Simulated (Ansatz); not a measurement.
Reaction (ligand exchange at a Ge–N bond): `C[O][GeH]([NH]C(C)C)[O]C` + H₂S → `C[O][GeH]([SH])[O]C` + `CC(C)N`

Computed with Ansatz on PBE0-D4/def2-TZVP structures; ΔE is electronic, products minus reactants. CCSD(T)/CBS is the MP2 limit (def2-TZVPP, def2-QZVPP) plus CCSD(T) − MP2 in def2-TZVPP, frozen cores. This one scheme is used for every species. Functionals use def2-TZVPP. For Ge outer-core shells are correlated without core-valence functions, which leaves a few kJ/mol of doubt a bond. Scalar relativity is left out up to krypton. Each species was taken in one conformer, which may not be the lowest.

Is it downhill or uphill in electronic energy at CCSD(T)/CBS, and by how much? (Best estimate.)

Computed: Downhill: ΔE = -9.6 kcal/mol.

What do these levels give: PBE, r2SCAN, HF/def2-TZVPP, CCSD/def2-TZVPP, HF/def2-QZVPP, CCSD/CBS(def2)? (Estimate.)

The calculation gave: PBE -13.1, r2SCAN -12.0, HF/def2-TZVPP -10.1, CCSD/def2-TZVPP -8.7, HF/def2-QZVPP -9.9, CCSD/CBS(def2) -9.6 kcal/mol.

Largest T1 diagnostic among the species: 0.012.

The D4 term adds +1.6 kcal/mol with B3LYP and +1.1 kcal/mol with PBE0; it sums over pairs of atoms, weighted by their polarisabilities, and B3LYP, whose exchange is more repulsive, gets the larger term.

B3LYP here is the variant with VWN-RPA as its local correlation; programs differ in this.
